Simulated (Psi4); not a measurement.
FOS, doublet, at a GFN2-xTB geometry; MP2/6-31G* (Psi4).

Psi4 was given this input:
```
memory 2 GB

molecule {
0 2
O    -1.19502904   -0.51179322    0.02875724
S    -0.14028508    0.46479902    0.00071897
F     1.31164375   -0.37138205   -0.02684017
}

set {
  basis 6-31g*
  reference uhf
}

energy('mp2')
print_variables()
```

It wrote (shortened):

```
    SCF Algorithm Type (re)set to DF.

   => Loading Basis Set <=

    Name: 6-31G*
    Role: ORBITAL
    Keyword: BASIS

         ---------------------------------------------------------
                                   SCF
               by Justin Turney, Rob Parrish, Andy Simmonett
                          and Daniel G. A. Smith
                              UHF Reference
         ---------------------------------------------------------

  ==> Geometry <==

    Molecular point group: cs
    Full point group: Cs

    Geometry (in Angstrom), charge = 0, multiplicity = 2:

       Center              X                  Y                   Z               Mass
    ------------   -----------------  -----------------  -----------------  -----------------
         O           -1.215081161247    -0.506107694211     0.000000000000    15.994914619570
         S           -0.159976170903     0.470497050975     0.000000000000    31.972071174400
         F            1.292208020960    -0.365694726257     0.000000000000    18.998403162730

  Running in cs symmetry.

  Rotational constants: A =      1.23419  B =      0.29989  C =      0.24126 [cm^-1]
  Rotational constants: A =  36999.93675  B =   8990.35950  C =   7232.88954 [MHz]
  Nuclear repulsion =  107.758947279562065

  Charge       = 0
  Multiplicity = 2
  Electrons    = 33
  Nalpha       = 17
  Nbeta        = 16

  ==> Algorithm <==

  SCF Algorithm Type is DF.
  DIIS enabled.
  MOM disabled.
  Fractional occupation disabled.
  Guess Type is SAD.
  Energy threshold   = 1.00e-08
  Density threshold  = 1.00e-08
  Integral threshold = 1.00e-12

  ==> Primary Basis <==

  Basis Set: 6-31G*
    Blend: 6-31G*
    Number of shells: 20
    Number of basis functions: 49
    Number of Cartesian functions: 49
    Spherical Harmonics?: false
    Max angular momentum: 2

   => Loading Basis Set <=

    Name: (6-31G* AUX)
    Role: JKFIT
    Keyword: DF_BASIS_SCF

  ==> Integral Setup <==

  SCF_SUBTYPE=INCORE selected. In-core MEM_DF algorithm will be used.
  Using in-core AOs.

  ==> MemDFJK: Density-Fitted J/K Matrices <==

    J tasked:                   Yes
    K tasked:                   Yes
    wK tasked:                   No
    Algorithm:                 Core
    Schwarz Cutoff:           1E-12
    Mask sparsity (%):       0.2499
    Fitting Condition:        1E-10

   => Auxiliary Basis Set <=

  Basis Set: (6-31G* AUX)
    Blend: CC-PVDZ-JKFIT
    Number of shells: 84
    Number of basis functions: 292
    Number of Cartesian functions: 292
    Spherical Harmonics?: false
    Max angular momentum: 3

  Minimum eigenvalue in the overlap matrix is 8.7709575051E-03.
  Reciprocal condition number of the overlap matrix is 1.7415000320E-03.
    Using symmetric orthogonalization.

  ==> Pre-Iterations <==

  SCF Guess: Superposition of Atomic Densities via on-the-fly atomic UHF (no occupation information).

   -------------------------
    Irrep   Nso     Nmo
   -------------------------
     A'        36      36
     A"        13      13
   -------------------------
    Total      49      49
   -------------------------

  ==> Iterations <==

                           Total Energy        Delta E     RMS |[F,P]|

   @DF-UHF iter SAD:  -571.20279610758837   -5.71203e+02   0.00000e+00
   @DF-UHF iter   1:  -571.63686798356048   -4.34072e-01   1.24446e-02 ADIIS/DIIS
   @DF-UHF iter   2:  -571.68967439818789   -5.28064e-02   9.48271e-03 ADIIS/DIIS
   @DF-UHF iter   3:  -571.73786019338263   -4.81858e-02   1.38685e-03 ADIIS/DIIS
   @DF-UHF iter   4:  -571.73990769122508   -2.04750e-03   6.92885e-04 ADIIS/DIIS
   @DF-UHF iter   5:  -571.74062532355504   -7.17632e-04   3.59611e-04 ADIIS/DIIS
   @DF-UHF iter   6:  -571.74104238186476   -4.17058e-04   2.59241e-04 ADIIS/DIIS
   @DF-UHF iter   7:  -571.74147195844080   -4.29577e-04   1.59576e-04 ADIIS/DIIS
   @DF-UHF iter   8:  -571.74169131180770   -2.19353e-04   7.23215e-05 DIIS
   @DF-UHF iter   9:  -571.74173425063327   -4.29388e-05   2.32675e-05 DIIS
   @DF-UHF iter  10:  -571.74173717076599   -2.92013e-06   9.09596e-06 DIIS
   @DF-UHF iter  11:  -571.74173755405138   -3.83285e-07   4.90696e-06 DIIS
   @DF-UHF iter  12:  -571.74173767768127   -1.23630e-07   2.52974e-06 DIIS
   @DF-UHF iter  13:  -571.74173771448807   -3.68068e-08   1.02606e-06 DIIS
   @DF-UHF iter  14:  -571.74173772008612   -5.59805e-09   4.67170e-07 DIIS
   @DF-UHF iter  15:  -571.74173772091478   -8.28663e-10   2.35350e-07 DIIS
   @DF-UHF iter  16:  -571.74173772107747   -1.62686e-10   1.05010e-07 DIIS
   @DF-UHF iter  17:  -571.74173772112204   -4.45652e-11   3.13108e-08 DIIS
   @DF-UHF iter  18:  -571.74173772112511   -3.06954e-12   1.04347e-08 DIIS
   @DF-UHF iter  19:  -571.74173772112545   -3.41061e-13   5.57365e-09 DIIS
  Energy and wave function converged.

  ==> Post-Iterations <==

   @Spin Contamination Metric:   1.966933506E-02
   @S^2 Expected:                7.500000000E-01
   @S^2 Observed:                7.696693351E-01
   @S   Expected:                5.000000000E-01
   @S   Observed:                5.000000000E-01

    Orbital Energies [Eh]
    ---------------------

    Alpha Occupied:

[...]
    Alpha Virtual:

[...]
    Beta Occupied:

[...]
       3App   -0.509165

    Beta Virtual:

[...]
    Final Occupation by Irrep:
             Ap   App
    DOCC [    13,    3 ]
    SOCC [     0,    1 ]
    NA   [    13,    4 ]
    NB   [    13,    3 ]

  @DF-UHF Final Energy:  -571.74173772112545

   => Energetics <=

    Nuclear Repulsion Energy =            107.7589472795620651
    One-Electron Energy =               -1005.6744057610725349
    Two-Electron Energy =                 326.1737207603849242
    Total Energy =                       -571.7417377211254461

  UHF NO Occupations:
  HONO-2 :   13 Ap 1.9969617
  HONO-1 :    3App 1.9943057
  HONO-0 :    4App 1.0000000
  LUNO+0 :    5App 0.0056943
  LUNO+1 :   14 Ap 0.0030383
  LUNO+2 :   15 Ap 0.0005012
  LUNO+3 :   16 Ap 0.0003744

Computation Completed

Properties will be evaluated at   0.000000,   0.000000,   0.000000 [a0]

Properties computed using the SCF density matrix

 Multipole Moments:

 ------------------------------------------------------------------------------------
     Multipole            Electronic (a.u.)      Nuclear  (a.u.)        Total (a.u.)
 ------------------------------------------------------------------------------------

 L = 1.  Multiply by 2.5417464519 to convert [e a0] to [Debye]
 Dipole X            :          1.1791398           -1.2290700           -0.0499302
 Dipole Y            :          0.5360280            0.3549637            0.8909917
 Dipole Z            :          0.0000000            0.0000000            0.0000000
 Magnitude           :                                                    0.8923896

 ------------------------------------------------------------------------------------

  //>>>>>>>>>>>>>>>>>>>>>>>>>>>>>>>>>>>//
  //               DFMP2               //
  //<<<<<<<<<<<<<<<<<<<<<<<<<<<<<<<<<<<//

   => Loading Basis Set <=

    Name: (6-31G* AUX)
    Role: RIFIT
    Keyword: DF_BASIS_MP2

	 --------------------------------------------------------
	                          DF-MP2
	      2nd-Order Density-Fitted Moller-Plesset Theory

	        Rob Parrish, Justin Turney, Andy Simmonett,
	           Ed Hohenstein, and C. David Sherrill
	 --------------------------------------------------------

	 --------------------------------------------------------
	                 NBF =    49, NAUX =   188
	 --------------------------------------------------------
	   CLASS    FOCC     OCC    AOCC    AVIR     VIR    FVIR
	   ALPHA       0      17      17      32      32       0
	    BETA       0      16      16      33      33       0
	 --------------------------------------------------------

	-----------------------------------------------------------
	 ==================> DF-MP2 Energies <====================
	-----------------------------------------------------------
	 Reference Energy          =    -571.7417377211254461 [Eh]
	 Singles Energy            =      -0.0000000000000000 [Eh]
	 Same-Spin Energy          =      -0.1403766826097768 [Eh]
	 Opposite-Spin Energy      =      -0.3520590959798718 [Eh]
	 Correlation Energy        =      -0.4924357785896485 [Eh]
	 Total Energy              =    -572.2341734997150979 [Eh]
	-----------------------------------------------------------
	 ================> DF-SCS-MP2 Energies <==================
	-----------------------------------------------------------
	 SCS Same-Spin Scale       =       0.3333333333333333 [-]
	 SCS Opposite-Spin Scale   =       1.2000000000000000 [-]
	 SCS Same-Spin Energy      =      -0.0467922275365922 [Eh]
	 SCS Opposite-Spin Energy  =      -0.4224709151758461 [Eh]
	 SCS Correlation Energy    =      -0.4692631427124384 [Eh]
	 SCS Total Energy          =    -572.2110008638378531 [Eh]
	-----------------------------------------------------------

  Variable Map:
  ----------------------------------------------------------------------------
[...]
  Array Variable Map:
  ----------------------------------------------------------------------------
[...]
[...]
```
